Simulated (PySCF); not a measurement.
**Ionisation energy of Au⁷⁴⁺ by level of theory**

Au⁷⁴⁺ [He] 2s2 2p1 [2p1/2^1, M_J = 1/2] → Au⁷⁵⁺ [He] 2s2, as a difference of total energies. Computed with PySCF 2.14 in an uncontracted even-tempered set (16 s from 64 bohr⁻², ratio 2.4; 13 p from 83 bohr⁻², ratio 2.4; 5 d from 260 bohr⁻², ratio 2.6; 4 f from 400 bohr⁻², ratio 2.6), with the two-component X2C-1e Hamiltonian. Correlated levels: nothing frozen; the 28 highest virtual spinors dropped. "Screened" scales the spin-orbit matrix elements by Boettger's factors to mimic the two-electron term; Breit and QED terms are absent.

```csv
method,ionisation energy (eV)
GHF (spin-free),20512.7
GMP2 (spin-free),20512.7
GHF (screened spin-orbit),21951.8
GMP2 (screened spin-orbit),21949.1
```

How much does correlation contribute at GMP2 (screened spin-orbit)?

21949.1 − (21951.8) = -2.7 eV, measured against GHF (screened spin-orbit).

For this ion Breit and QED terms and the two-electron picture change, all absent here, outweigh the correlation shift from GHF to GMP2.

The spin-free rows lack the spin-orbit shift.

For comparison: 21920 ± 90 eV (theoretical estimate listed by NIST; NIST Atomic Spectra Database, ionization energies).
